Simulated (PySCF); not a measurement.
This PySCF input asks for the NMR shieldings of `C([O+](CC(=C)C)[AlH2-][Cl])C`, C6H14AlClO; the geometry comes from GFN2-xTB.

```python
import basis_set_exchange as bse
import numpy as np
from pyscf import gto, dft
from pyscf.prop import nmr

atoms = """
C     1.698318   -0.590099    1.059647
C     1.671582    0.345455    0.125817
C     2.676619    1.450925    0.018560
C     0.610492    0.333711   -0.948910
O    -0.636814   -0.176072   -0.499441
C    -1.356113    0.751876    0.305565
C    -2.731584    0.203570    0.631197
Al   -0.917958   -2.093073   -0.706771
Cl   -2.490498   -2.276449   -2.009911
H     2.459095   -0.608281    1.820324
H     0.960301   -1.378136    1.086953
H     3.156581    1.427298   -0.958942
H     3.439243    1.352345    0.785315
H     2.191791    2.421088    0.127999
H     0.924957   -0.335562   -1.757863
H     0.462232    1.338342   -1.365334
H    -0.786583    0.942877    1.224143
H    -1.448979    1.695943   -0.251372
H    -3.278107    0.922109    1.236676
H    -3.284579    0.015056   -0.286156
H    -2.637416   -0.732204    1.177790
H    -1.161744   -2.523540    0.771695
H     0.474412   -2.460195   -1.303964
"""
names = dict.fromkeys(["C", "O", "Al", "Cl", "H"], "pcSseg-1")
basis = {el: gto.basis.parse(bse.get_basis(n, elements=[el], fmt="nwchem")) for el, n in names.items()}
mol = gto.M(atom=atoms, basis=basis, charge=0, verbose=0)
mf = dft.RKS(mol, xc="PBE0")
mf.grids.level = 2
mf.grids.alignment = dft.numint.BLKSIZE   # the property module wants whole blocks of grid points
mf.conv_tol = 1e-9
mf.kernel()

calc = nmr.RKS(mf)   # GIAO
C = mf.mo_coeff
Co = C[:, mf.mo_occ > 0]
resp = mf.gen_response(singlet=True, hermi=2)
def vind(x):   # induced exchange potential for any number of trial vectors
    d = np.einsum("pi,xij,qj->xpq", C, 2 * x.reshape(-1, C.shape[1], Co.shape[1]), Co, optimize=True)
    return np.einsum("xpq,pi,qj->xij", resp(d - d.transpose(0, 2, 1)), C, Co, optimize=True).ravel()
mo1, _ = nmr.rhf.solve_mo1(calc, with_cphf=vind)
sigma = calc.kernel(mo1)
for i, s in enumerate(sigma):   # ppm
    w = np.linalg.eigvalsh((s + s.T) / 2)
    print("%2d %-2s iso %8.1f  s11 %8.1f  s22 %8.1f  s33 %8.1f" % (i, mol.atom_pure_symbol(i), w.mean(), *w))
```

Task: What are the results?

Result: 
```
 0 C  iso     63.6  s11    -45.6  s22     75.9  s33    160.6
 1 C  iso     41.8  s11    -78.1  s22     50.2  s33    153.2
 2 C  iso    163.1  s11    145.5  s22    156.1  s33    187.6
 3 C  iso    106.7  s11     75.6  s22     89.2  s33    155.3
 4 O  iso    283.8  s11    250.4  s22    281.6  s33    319.3
 5 C  iso    115.8  s11     72.9  s22    104.4  s33    170.0
 6 C  iso    169.3  s11    153.3  s22    173.9  s33    180.8
 7 Al iso    417.5  s11    392.4  s22    417.6  s33    442.3
 8 Cl iso    967.1  s11    856.4  s22   1003.4  s33   1041.3
 9 H  iso     26.0  s11     23.7  s22     24.9  s33     29.4
10 H  iso     25.9  s11     23.4  s22     24.5  s33     29.8
11 H  iso     30.0  s11     25.8  s22     28.1  s33     36.0
12 H  iso     29.7  s11     25.5  s22     28.2  s33     35.4
13 H  iso     30.0  s11     25.8  s22     28.8  s33     35.3
14 H  iso     26.2  s11     21.9  s22     26.6  s33     30.1
15 H  iso     28.0  s11     23.1  s22     27.7  s33     33.2
16 H  iso     27.4  s11     21.9  s22     29.2  s33     31.2
17 H  iso     28.2  s11     23.2  s22     28.2  s33     33.2
18 H  iso     30.6  s11     25.9  s22     27.4  s33     38.4
19 H  iso     29.4  s11     24.3  s22     29.7  s33     34.3
20 H  iso     29.4  s11     25.1  s22     29.2  s33     34.0
21 H  iso     27.3  s11     24.5  s22     25.8  s33     31.6
22 H  iso     27.7  s11     23.6  s22     27.6  s33     31.9
```

These numbers come from an equivalent density-fitted implementation of the same equations, which agrees with the script to about 0.01 ppm for H and up to a few tenths of a ppm for heavy atoms, so last digits may differ.

Size and cost of the density-fitted run: 237 basis functions, 110 s wall time on 1 thread of an AMD EPYC, shared host; peak memory 1.1 GiB.
